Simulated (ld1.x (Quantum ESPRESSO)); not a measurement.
Reading a pseudo-wave (Mg)

Columns: radius, all-electron u(r) and pseudo u(r) of the 3s shell (level -4.71 eV) of magnesium in the configuration [Ne] 3s2 3p0; PBE, scalar-relativistic, PAW scheme, ld1.x (Quantum ESPRESSO) 7.5.

```csv
r (bohr),all-electron,pseudo
0.208,-0.0492,0.0792
0.415,-0.2359,0.1565
0.622,-0.1956,0.2309
0.830,-0.0550,0.3013
1.038,0.1043,0.3662
1.245,0.2474,0.4242
1.453,0.3646,0.4750
1.660,0.4533,0.5174
1.868,0.5177,0.5514
2.075,0.5612,0.5763
2.282,0.5869,0.5919
2.490,0.5975,0.5983
2.698,0.5954,0.5954
2.905,0.5834,0.5834
3.113,0.5638,0.5638
3.320,0.5388,0.5388
3.528,0.5099,0.5099
3.735,0.4789,0.4789
3.943,0.4465,0.4465
4.150,0.4142,0.4142
4.358,0.3823,0.3823
4.565,0.3515,0.3515
4.773,0.3221,0.3221
4.980,0.2943,0.2943
5.188,0.2682,0.2682
5.395,0.2440,0.2440
```

(1) How many radial nodes do the two functions have?

(2) At about which radius was the pseudo-wave matched?

(3) Is the pseudo-wave norm-conserving?

Results:

(1) The all-electron 3s function has n − l − 1 = 2 (the table is too coarse to show those close to the nucleus); the pseudo-wave has 0, since the states of the same l below it are removed with the core.

(2) 2.75 bohr, where the columns begin to agree (steps of 0.21 bohr).

(3) No, it belongs to a PAW set: the norm inside the radius is not constrained, and the difference is carried by the augmentation charge.
